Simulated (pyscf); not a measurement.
Single points on ωB97X-D3(BJ)/def2-SVP structures (PySCF, gas phase).

Question: For H₃Si–S–Sb(Cl)–Cl (SMILES [SiH3][S][Sb]([Cl])[Cl]) → H₃Si–Cl (SMILES [SiH3]Cl) + S=Sb–Cl (SMILES [S]=[Sb][Cl]), an elimination (singlet surface; Cl–Sb, S–Si broken, Cl–Si formed), PBE/def2-TZVP gives ΔE‡ = 30.0 kcal/mol and ΔE = +22.7 kcal/mol (zero: the reactant's lowest minimum found). In which direction and how far do r²SCAN/def2-TZVP, M06-2X/def2-TZVP, ωB97M-D3(BJ)/def2-TZVP move these?

Answer: r²SCAN: ΔE‡ = 32.7 kcal/mol, ΔE = +25.7 kcal/mol; M06-2X: ΔE‡ = 35.1 kcal/mol, ΔE = +28.8 kcal/mol; ωB97M-D3(BJ): ΔE‡ = 34.7 kcal/mol, ΔE = +27.0 kcal/mol. PBE's barrier lies under all of them, by 2.7 to 5.1 kcal/mol. Its reaction energy lies under all of them, by 3.0 to 6.2 kcal/mol. Much of the shift in the barrier follows the reaction energy. On the product side the descent ends in a bound adduct, 8.2 kcal/mol under the separated species and 8.6 kcal/mol under the saddle at ωB97X-D3(BJ)/def2-TZVP. This is the saddle that the search found; another between the same sides may lie lower. Elements past Kr carry the def2 core potentials, without spin-orbit coupling.
